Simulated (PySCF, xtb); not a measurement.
Ti(F)3(OH) (F3HOTi), SMILES [OH][Ti]([F])([F])[F], multiplicity 1.

GFN2-xTB run with xtb at its own geometry gives an orbital gap of 5.59 eV and a dipole moment of 3.69 D.

The structure is a stationary point at PBE0-D3(BJ)/def2-SVP. The geometry has at least one imaginary mode, so it is a saddle point at that level. The spin state was assumed, not searched. The structure was generated by enumeration; whether it is a known compound was not checked. The values are those of a single conformer.

### Question
What does PySCF with PBE0/def2-TZVP give? (The exact figures need the calculation; the answer reports its results.)

### Answer
gap 8.43 eV (levels -10.66 and -2.22 eV), dipole 2.89 D.
